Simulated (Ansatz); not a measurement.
A short molecular-dynamics run on AuMg (`[Mg][Au]`) radical.

```yaml
crystal:
  periodic: [false, false, false]
  atoms:
    - {symbol: Mg, position_ang: [-1.052201, 0.371480, -0.534259]}
    - {symbol: Au, position_ang: [1.052201, -0.371480, 0.534259]}
basis:
  gaussian: {orbitals: def2-SVP}
magnetization: {spin_polarized: true, initial_magnetization: 1}
hamiltonian: {xc: {name: r2SCAN}, dispersion: d3bj}
md: {timestep: 0.5 fs, n_steps: 30, ensemble: nvt_nose_hoover, temperature: 500, initial_velocities: maxwell_boltzmann, seed: 359}
```

```sh
$ ansatz run in.yaml --threads 2 --pin off --events-out ev --progress --plain --max-ram 20480MiB --backend cpu
```

```
step  time (fs)  potential energy (eV)  kinetic (eV)  T (K)  conserved (eV)
   0        0.0             -9137.2682        0.0215    500      -9137.2466
   1        0.5             -9137.2680        0.0214    496      -9137.2466
   2        1.0             -9137.2678        0.0212    491      -9137.2466
   3        1.5             -9137.2676        0.0209    486      -9137.2466
   4        2.0             -9137.2673        0.0207    480      -9137.2466
   5        2.5             -9137.2670        0.0204    473      -9137.2466
   6        3.0             -9137.2667        0.0200    465      -9137.2466
   7        3.5             -9137.2663        0.0197    457      -9137.2466
   8        4.0             -9137.2659        0.0193    448      -9137.2466
   9        4.5             -9137.2655        0.0189    439      -9137.2466
  10        5.0             -9137.2651        0.0185    428      -9137.2466
  11        5.5             -9137.2646        0.0180    417      -9137.2466
  12        6.0             -9137.2641        0.0175    406      -9137.2466
  13        6.5             -9137.2636        0.0170    394      -9137.2466
  14        7.0             -9137.2631        0.0165    382      -9137.2466
  15        7.5             -9137.2625        0.0159    369      -9137.2466
  16        8.0             -9137.2619        0.0153    356      -9137.2466
  17        8.5             -9137.2614        0.0147    342      -9137.2466
  18        9.0             -9137.2608        0.0141    328      -9137.2466
  19        9.5             -9137.2601        0.0135    314      -9137.2466
  20       10.0             -9137.2595        0.0129    299      -9137.2466
  21       10.5             -9137.2589        0.0123    285      -9137.2466
  22       11.0             -9137.2582        0.0116    270      -9137.2466
  23       11.5             -9137.2576        0.0110    255      -9137.2466
  24       12.0             -9137.2570        0.0103    240      -9137.2466
  25       12.5             -9137.2563        0.0097    225      -9137.2466
  26       13.0             -9137.2557        0.0091    210      -9137.2466
  27       13.5             -9137.2550        0.0084    196      -9137.2466
  28       14.0             -9137.2544        0.0078    181      -9137.2466
  29       14.5             -9137.2538        0.0072    167      -9137.2466
  30       15.0             -9137.2532        0.0066    153      -9137.2466
```

Velocities are drawn at the set temperature; a run this short doesn't reach equilibrium.

Frames (Å, forces in eV/Å):

```xyz
2
time=0.0 fs
Mg   -1.052    0.371   -0.534   -0.059    0.021   -0.030
Au    1.052   -0.371    0.534    0.059   -0.021    0.030
2
time=0.5 fs
Mg   -1.051    0.371   -0.533   -0.072    0.025   -0.037
Au    1.052   -0.371    0.534    0.072   -0.025    0.037
2
time=1.0 fs
Mg   -1.049    0.370   -0.533   -0.085    0.030   -0.043
Au    1.052   -0.371    0.534    0.085   -0.030    0.043
2
time=1.5 fs
Mg   -1.047    0.370   -0.532   -0.098    0.035   -0.050
Au    1.052   -0.371    0.534    0.098   -0.035    0.050
2
time=2.0 fs
Mg   -1.046    0.369   -0.531   -0.111    0.039   -0.057
Au    1.051   -0.371    0.534    0.111   -0.039    0.057
2
time=2.5 fs
Mg   -1.044    0.369   -0.530   -0.125    0.044   -0.063
Au    1.051   -0.371    0.534    0.125   -0.044    0.063
2
time=3.0 fs
Mg   -1.042    0.368   -0.529   -0.138    0.049   -0.070
Au    1.051   -0.371    0.534    0.138   -0.049    0.070
2
time=3.5 fs
Mg   -1.041    0.367   -0.528   -0.151    0.053   -0.077
Au    1.051   -0.371    0.534    0.151   -0.053    0.077
2
time=4.0 fs
Mg   -1.039    0.367   -0.528   -0.164    0.058   -0.083
Au    1.051   -0.371    0.533    0.164   -0.058    0.083
2
time=4.5 fs
Mg   -1.038    0.366   -0.527   -0.177    0.063   -0.090
Au    1.050   -0.371    0.533    0.177   -0.063    0.090
2
time=5.0 fs
Mg   -1.036    0.366   -0.526   -0.190    0.067   -0.097
Au    1.050   -0.371    0.533    0.190   -0.067    0.097
2
time=5.5 fs
Mg   -1.035    0.365   -0.525   -0.203    0.072   -0.103
Au    1.050   -0.371    0.533    0.203   -0.072    0.103
2
time=6.0 fs
Mg   -1.033    0.365   -0.525   -0.216    0.076   -0.110
Au    1.050   -0.371    0.533    0.216   -0.076    0.110
2
time=6.5 fs
Mg   -1.032    0.364   -0.524   -0.229    0.081   -0.116
Au    1.050   -0.371    0.533    0.229   -0.081    0.116
2
time=7.0 fs
Mg   -1.030    0.364   -0.523   -0.242    0.085   -0.123
Au    1.049   -0.371    0.533    0.242   -0.085    0.123
2
time=7.5 fs
Mg   -1.029    0.363   -0.522   -0.255    0.090   -0.129
Au    1.049   -0.370    0.533    0.255   -0.090    0.129
2
time=8.0 fs
Mg   -1.027    0.363   -0.522   -0.267    0.094   -0.136
Au    1.049   -0.370    0.533    0.267   -0.094    0.136
2
time=8.5 fs
Mg   -1.026    0.362   -0.521   -0.280    0.099   -0.142
Au    1.049   -0.370    0.533    0.280   -0.099    0.142
2
time=9.0 fs
Mg   -1.025    0.362   -0.520   -0.292    0.103   -0.148
Au    1.049   -0.370    0.533    0.292   -0.103    0.148
2
time=9.5 fs
Mg   -1.023    0.361   -0.520   -0.304    0.107   -0.154
Au    1.049   -0.370    0.532    0.304   -0.107    0.154
2
time=10.0 fs
Mg   -1.022    0.361   -0.519   -0.316    0.112   -0.160
Au    1.048   -0.370    0.532    0.316   -0.112    0.160
2
time=10.5 fs
Mg   -1.021    0.360   -0.518   -0.328    0.116   -0.166
Au    1.048   -0.370    0.532    0.328   -0.116    0.166
2
time=11.0 fs
Mg   -1.019    0.360   -0.518   -0.339    0.120   -0.172
Au    1.048   -0.370    0.532    0.339   -0.120    0.172
2
time=11.5 fs
Mg   -1.018    0.359   -0.517   -0.350    0.124   -0.178
Au    1.048   -0.370    0.532    0.350   -0.124    0.178
2
time=12.0 fs
Mg   -1.017    0.359   -0.516   -0.361    0.128   -0.183
Au    1.048   -0.370    0.532    0.361   -0.128    0.183
2
time=12.5 fs
Mg   -1.016    0.359   -0.516   -0.372    0.131   -0.189
Au    1.048   -0.370    0.532    0.372   -0.131    0.189
2
time=13.0 fs
Mg   -1.015    0.358   -0.515   -0.382    0.135   -0.194
Au    1.048   -0.370    0.532    0.382   -0.135    0.194
2
time=13.5 fs
Mg   -1.014    0.358   -0.515   -0.393    0.139   -0.199
Au    1.047   -0.370    0.532    0.393   -0.139    0.199
2
time=14.0 fs
Mg   -1.013    0.358   -0.514   -0.402    0.142   -0.204
Au    1.047   -0.370    0.532    0.402   -0.142    0.204
2
time=14.5 fs
Mg   -1.012    0.357   -0.514   -0.412    0.145   -0.209
Au    1.047   -0.370    0.532    0.412   -0.145    0.209
2
time=15.0 fs
Mg   -1.011    0.357   -0.513   -0.421    0.149   -0.214
Au    1.047   -0.370    0.532    0.421   -0.149    0.214
```

It took 44 s on 2 threads of an AMD EPYC 7R13 on a shared host, with 0.21 GiB of host memory at the peak.
